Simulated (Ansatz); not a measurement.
Molecule: sum formula HGeOCl2, charge 1, multiplicity 1. It need not be the lowest isomer of its formula. 
Geometry from a B3LYP-D3(BJ)/def2-TZVP (Ansatz, a quantum-chemistry and plane-wave program) optimisation:
```
Ge
O 1 1.7086
H 2 0.9727 1 117.57
Cl 1 2.0529 2 115.20 3 180.00
Cl 1 2.0644 2 122.25 3 0.00
```
Charge +1, spin multiplicity 1.

Basis-set convergence of Hartree-Fock and CCSD(T) correlation energies (hartree) with Ansatz. Valence correlation only, unless marked. Spin-orbit coupling is left out. Frozen are the shells of the preceding noble gas and the d and f shells that filled before the atom's block. No relativistic terms.

| basis | functions | E(HF) | E(corr, CCSD(T)) | rough core time |
|---|---|---|---|---|
| def2-SVP | 87 | -3068.99335 | -0.57802 | under 20 s |
| def2-TZVPP | 177 | -3069.68188 | -0.76926 | 30 s |
| def2-QZVPP | 316 | -3069.75368 | -0.83207 | 4 min |

Extrapolating the two largest sets (X = 3 and 4) as X^-3: E(corr) = (64·(-0.83207) - 27·(-0.76926))/37 = -0.8779 Eh, an estimate of the basis-set limit. The largest set recovers 94.8 % of it, the smallest 65.8 %.
